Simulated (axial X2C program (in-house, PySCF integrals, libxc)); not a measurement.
**Correcting the dissociation energy of MnCl for spin–orbit coupling**

A spin-free CCSD(T) curve (one-electron X2C) was computed with an in-house all-electron X2C program for linear molecules (integrals from PySCF), basis Mn dyall-cv3z [9s10p6d3f2g], Cl dyall-av3z [9s8p3d2f] (cores contracted in-house), for the state M_S = 3, Λ = 0 (beyond evenly filled blocks: 2 × σα, π+α, π-α, δ+α, δ-α). It gives D0 = 3.404 eV to Mn + Cl, which in a spin-free picture are the weighted means of the ground terms.

Correlated methods: 14 electrons correlated (number of frozen shells: Mn 3 s, 2 p; Cl 2 s, 1 p), 260 virtual spin orbitals or spinors in MP2, 90 natural virtuals in coupled cluster.

Measured levels of the ground terms (NIST Handbook of Basic Atomic Spectroscopic Data), in cm⁻¹: Mn 6S: J = 5/2 at 0; Cl 2P: J = 3/2 at 0, J = 1/2 at 882.4.

The molecular state has Λ = 0, so it has no first-order lowering.

How far does each ground level lie under the (2J+1)-weighted mean of its term?

Mn: a single level, 0; Cl: (4 × 0 + 2 × 882.4)/6 = 294 cm⁻¹.

Correct D0.

D0 = 3.404 + (0 − 294)/8065.5 = 3.368 eV at CCSD(T) with these spin–orbit terms. The direct two-component run gives 3.367 eV; the difference holds second-order terms in the molecule, scalar two-electron terms, the gap between measured and computed atomic splittings (a 2c atom can miss part of its lowering) and, in coupled cluster, the truncation of each run.

Second-order spin–orbit effects in the molecule, which grow quickly with Z, are left out. The state is one determinant whose occupation by symmetry is held fixed; it was picked as the lowest of a PBE0 search that is not exhaustive. De is counted from the lowest determinant-based energies of the atoms at the same level, without counterpoise correction. CCSD and (T) use frozen natural virtuals with an MP2 correction for the truncation; (T) itself is uncorrected, so its De runs slightly low. PBE0 can misorder states that lie within some tenths of an eV, so this need not be the ground state of the molecule. The nearest other spin-free determinant of the search, M_S = 2, Λ = 0, lies 0.68 eV up at the distance of the search.
